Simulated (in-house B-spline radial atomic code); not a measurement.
A run on neutral selenium that did not converge. Method: non-relativistic CAM-B3LYP, spin-polarised, spherical fractional occupations, point nucleus; computed with a B-spline radial code for spherical atoms.

Command:
```bash
python run_scf.py task.json out
```
Settings:
```
Z                34
configuration    [Ar] 3d10 4s2 4p3.875 4f0.125
hamiltonian      nr
method           camb3lyp
spin_polarised   True
```

First and last ten iterations of the last attempt (damped for 15 steps, keeping 80 % of the old Fock matrix, then DIIS):
```
 iter        energy (Eh)    residual
    1       -2400.833138    4.28e-01
    2       -2401.268892    1.27e-01
    3       -2401.470349    7.59e-02
    4       -2401.545758    4.52e-02
    5       -2401.573492    3.05e-02
    6       -2401.583666    2.17e-02
    7       -2401.587448    1.57e-02
    8       -2401.588898    1.15e-02
    9       -2401.589485    8.51e-03
   10       -2401.589741    6.35e-03
  111       -2401.590039    7.03e-07
  112       -2401.590039    6.17e-07
  113       -2401.590039    6.00e-07
  114       -2401.590039    6.71e-07
  115       -2401.590039    6.48e-07
  116       -2401.590039    6.67e-07
  117       -2401.590039    7.22e-07
  118       -2401.590039    6.44e-07
  119       -2401.590039    6.67e-07
  120       -2401.590039    6.52e-07
 not converged after 120 iterations
```

The smallest residual met was 4.5e-07; the threshold is about 3e-07. Over the last five steps the energy moves by less than 1e-07 hartree, but the orbitals didn't meet the threshold. Cost of the run: 26 s on 1 thread of Arm Neoverse V1 (shared host).
